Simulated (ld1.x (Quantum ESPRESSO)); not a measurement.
An all-electron radial function and its pseudo partner (C (Z = 6))

Columns: radius, all-electron u(r) and pseudo u(r) of the 2p shell (level -5.42 eV) of carbon in the configuration [He] 2s2 2p2; LDA (PZ), non-relativistic, TM scheme, ld1.x (Quantum ESPRESSO) 7.5.

```json
{"r (bohr)": "0.078", "all-electron": "0.0308", "pseudo": "0.0141"}
{"r (bohr)": "0.155", "all-electron": "0.0986", "pseudo": "0.0543"}
{"r (bohr)": "0.232", "all-electron": "0.1814", "pseudo": "0.1171"}
{"r (bohr)": "0.310", "all-electron": "0.2681", "pseudo": "0.1978"}
{"r (bohr)": "0.388", "all-electron": "0.3506", "pseudo": "0.2885"}
{"r (bohr)": "0.465", "all-electron": "0.4245", "pseudo": "0.3801"}
{"r (bohr)": "0.542", "all-electron": "0.4893", "pseudo": "0.4665"}
{"r (bohr)": "0.620", "all-electron": "0.5453", "pseudo": "0.5431"}
{"r (bohr)": "0.698", "all-electron": "0.5918", "pseudo": "0.6051"}
{"r (bohr)": "0.775", "all-electron": "0.6287", "pseudo": "0.6507"}
{"r (bohr)": "0.852", "all-electron": "0.6575", "pseudo": "0.6819"}
{"r (bohr)": "0.930", "all-electron": "0.6790", "pseudo": "0.7010"}
{"r (bohr)": "1.008", "all-electron": "0.6939", "pseudo": "0.7106"}
{"r (bohr)": "1.085", "all-electron": "0.7027", "pseudo": "0.7135"}
{"r (bohr)": "1.162", "all-electron": "0.7065", "pseudo": "0.7124"}
{"r (bohr)": "1.240", "all-electron": "0.7060", "pseudo": "0.7085"}
{"r (bohr)": "1.318", "all-electron": "0.7018", "pseudo": "0.7025"}
{"r (bohr)": "1.395", "all-electron": "0.6946", "pseudo": "0.6947"}
{"r (bohr)": "1.472", "all-electron": "0.6849", "pseudo": "0.6849"}
{"r (bohr)": "1.550", "all-electron": "0.6730", "pseudo": "0.6730"}
{"r (bohr)": "1.628", "all-electron": "0.6594", "pseudo": "0.6594"}
{"r (bohr)": "1.705", "all-electron": "0.6446", "pseudo": "0.6446"}
{"r (bohr)": "1.782", "all-electron": "0.6288", "pseudo": "0.6288"}
{"r (bohr)": "1.860", "all-electron": "0.6121", "pseudo": "0.6121"}
{"r (bohr)": "1.938", "all-electron": "0.5947", "pseudo": "0.5947"}
{"r (bohr)": "2.015", "all-electron": "0.5772", "pseudo": "0.5772"}
```

Task: How many radial nodes do the two functions have?

Result: The all-electron 2p function has n − l − 1 = 0; the pseudo-wave has 0.

Task: At about which radius was the pseudo-wave matched?

Result: 1.55 bohr. The columns agree to 0.0005 from 1.40 bohr on; several derivatives are matched, so the curves merge somewhat inside the radius.

Task: Where does each function peak?

Result: Outermost all-electron maximum near 1.16 bohr, pseudo maximum near 1.08 bohr (to the table’s step).

Task: Is the pseudo-wave norm-conserving?

Result: Yes: the TM scheme keeps the norm inside the radius equal to the all-electron one, which fixes the energy derivative of the logarithmic derivative at the level.
